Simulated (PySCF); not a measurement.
Worked example: entropy of an ideal gas

H2Si2, SMILES [Si]=[SiH2] (connectivity only; charge and spin as stated), neutral, multiplicity 1.

Coordinates come from a TPSSh-D3(BJ)/def2-TZVP optimisation. The isomer is the one that the SMILES or the coordinates give; other isomers of the formula were not compared.

TPSSh-D3(BJ)/def2-TZVP in PySCF 2.14.0 gives the harmonic wavenumbers 246, 363, 532, 897, 2216, 2240 cm⁻¹ and the rotational temperatures 7.9472, 0.3229, 0.3102 K. The molar mass is 58.19 g/mol, the symmetry number 2, the spin multiplicity 1.

Question: Work out the entropy at 298.15 K and 1 atm in the rigid-rotor, harmonic-oscillator model.

Answer: 
Translation (Sackur–Tetrode at 1 atm): S = R[1.5 ln M + 2.5 ln T − 1.16487] = 159.4 J/(mol K).
Rotation: q = (√π/σ) T^1.5/√(θA θB θC) = 5110, S = R[ln q + 3/2] = 83.5 J/(mol K).
Vibration: with u = 1.4388 ν/T, each mode gives R[u/(e^u − 1) − ln(1 − e^−u)]:
```csv
ν (cm⁻¹),modes,u,S (J/(mol K))
246,1,1.19,7.36
363,1,1.75,4.64
532,1,2.57,2.44
897,1,4.33,0.59
```
The stiffer modes add less than 0.005 each. Sum 15.0 J/(mol K).
Spin: R ln 1 = 0.0 J/(mol K).
Total 257.9 J/(mol K); the program's own thermochemistry gives 257.9. Translation makes up 62 % and vibration 6 %. Anharmonicity, hindered rotation and orbital degeneracy are left out.
